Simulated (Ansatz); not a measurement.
Species: MgO, net charge 1, doublet state. 
Coordinates optimised at B3LYP-D3(BJ)/def2-TZVP (Ansatz, a first-principles code):
SMILES: [O]=[Mg+]
```xyz
2

Mg     0.0000     0.0000    -0.7314
O      0.0000     0.0000     1.0970
```
Charge +1, spin multiplicity 2.

Basis-set convergence of Hartree-Fock and MP2 correlation energies (hartree) with Ansatz. Correlated levels leave the core frozen unless marked. UHF or UKS for open shells. No spin-orbit coupling. Non-relativistic.

| basis | functions | E(HF) | E(corr, MP2) |
|---|---|---|---|
| def2-SVPD | 44 | -274.03148 | -0.16595 |
| def2-TZVPPD | 75 | -274.19359 | -0.20859 |
| def2-QZVPPD | 129 | -274.20675 | -0.22644 |

Extrapolating the two largest sets (X = 3 and 4) as X^-3: E(corr) = (64·(-0.22644) - 27·(-0.20859))/37 = -0.2395 Eh, an estimate of the basis-set limit. The largest set recovers 94.6 % of it, the smallest 69.3 %.
